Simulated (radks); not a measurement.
Excited configurations of the rhenium ion Re2+: one electron is placed in a higher orbital outside [Xe] 4f14 5d4. The ground configuration is [Xe] 4f14 5d5. All-electron calculation, non-relativistic Kohn-Sham, PBE, spin-polarised, spherical densities, point nucleus; open shells are filled with parallel spins first (spin-orbit coupling, left out, can overturn this in heavy ions); relativity is left out, which matters for an element this heavy. Program: a radial shooting solver on a logarithmic mesh with Libxc functionals. Excitation = E - E(ground); binding = E(ion) - E, where the ion is the core of charge +3; n* = 3/sqrt(2 binding) in atomic units, and the quantum defect is n - n*.

outer orbital  excitation (eV)  binding (eV)  quantum defect  eigenvalue (eV)  <r> (bohr)
5f                      20.651         8.529           1.211           -6.591       5.092
6s                       5.508        23.672           3.726          -20.032       2.833
6p                      10.979        18.202           3.406          -15.119       3.316
6d                      18.025        11.155           2.687           -9.201       4.801
6f                      23.387         5.793           1.403           -4.782       8.894
7p                      19.652         9.528           3.415           -8.193       6.459
7d                      22.390         6.790           2.753           -5.762       8.529
7f                      25.120         4.060           1.508           -3.459       13.70

The Delta-SCF ionisation energy is 29.180 eV (NIST Atomic Spectra Database: 27 eV, theoretical). Self-interaction in the functional shifts the binding energies and quantum defects, so they are the method's values and not measured ones. Relativity is left out here, which matters for elements this heavy. Open shells are spherical and high-spin; term and fine-structure splittings are not resolved.
